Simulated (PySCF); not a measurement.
Mg(Me) (CH3Mg), SMILES [CH3][Mg+], charge +1. Atoms are numbered in the order given.

```xyz
5

Mg     0.0000     0.0000    -0.9302
C      0.0000     0.0000     1.1336
H     -0.9019     0.5207     1.4539
H      0.9019     0.5207     1.4539
H      0.0000    -1.0415     1.4539
```
Charge +1, spin multiplicity 1.

Geometry optimised at PBE0-D3(BJ)/def2-TZVP. The multiplicity is an assumed one; other spin states were not compared. The isomer is the one that the SMILES or the coordinates give; other isomers of the formula were not compared.

These are ωB97X/def2-TZVPD run with PySCF values and carry that method's errors.

Symmetry labels are those of the subgroup Cs that the program uses (full group C3v).

Question: List the valence orbital energies around the gap with their symmetry. (The exact figures need the calculation; the answer reports its results.)

Answer: 
```csv
orbital,symmetry,energy (eV)
HOMO−7,A',-95.33
HOMO−6,A',-61.03
HOMO−5,A",-61.03
HOMO−4,A',-60.92
HOMO−3,A',-26.46
HOMO−2,A',-18.45
HOMO−1,A",-18.45
HOMO,A',-15.08
LUMO,A',-6.41
LUMO+1,A',-3.87
LUMO+2,A",-3.87
LUMO+3,A',-2.29
```
